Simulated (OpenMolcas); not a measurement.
Levels of Cd II by method

* Program: OpenMolcas 26.06
* Basis: ANO-RCC-VTZP [7s6p4d2f1g]
* Scalar Hamiltonian: DKH2, point nucleus
* Active space: 1 electron in 4 orbitals (5s 5p)
* State averaging: 2S+1 = 2 even, 1 root; 2S+1 = 2 odd, 3 roots
* Spin-orbit coupling: state interaction with AMFI integrals over the reference wave functions, term energies averaged over their components

Methods on the same reference wave functions:
A. CASSCF
B. SS-CASPT2, IPEA 0.25 Eh, imaginary shift 0.1 Eh (closed shells correlated: 4d)
C. XMS-CASPT2, IPEA 0.25 Eh, imaginary shift 0.1 Eh (closed shells correlated: 4d)

Energies in cm⁻¹ above 5s ²S_1/2, the measured ground level; measured values from NIST Handbook of Basic Atomic Spectroscopic Data.

| Level | A | B | C | Measured |
| --- | --- | --- | --- | --- |
| 5s ²S_1/2 | 0.0 | 0.0 | 0.0 | 0.0 |
| 5p ²P°_1/2 | 40795 | 45164 | 44860 | 44136 |
| 5p ²P°_3/2 | 42561 | 46930 | 46626 | 46619 |

Deviations, from unrounded energies. A percentage is the sum of absolute deviations over the sum of measured energies, with the sign that they share, or ± where signs differ.

```json
{"Against measurement": "mean absolute deviation (cm-1)", "Levels": "2", "A": "3700", "B": "670", "C": "370"}
{"Against measurement": "other configurations (%)", "Levels": "2", "A": "-8.2", "B": "+1.5", "C": "+0.8"}
```

C lies closest to measurement on these levels and A furthest from it. The largest miss of C in the table is 5p ²P°_1/2, by +720 cm-1. The ranking rests on the paired levels alone, and a cruder setting can come out closer through cancelling errors.

Between B and C the level of the table that moves most is 5p ²P°_1/2, by 300 cm-1 (lowest in C, highest in B).

The lowest spin-free term lies below A's lowest term by 0.322 hartree in B, 0.322 hartree in C.

With one active electron the reference holds no correlation, so core polarisation is missing (holds for A). With one active electron, CASPT2 adds the correlation within the correlated inactive shells and between them and that electron, and leaves the splitting within a term as the reference gives it (holds for B; C). Measured partners are found by configuration, term and J. A level has none where our copy of the source lacks it or the pairing is in doubt (some pairs that miss far off the trend of their configuration count as doubtful), and it then counts in no deviation. Levels of configurations outside the active space are missing.

° marks odd parity.
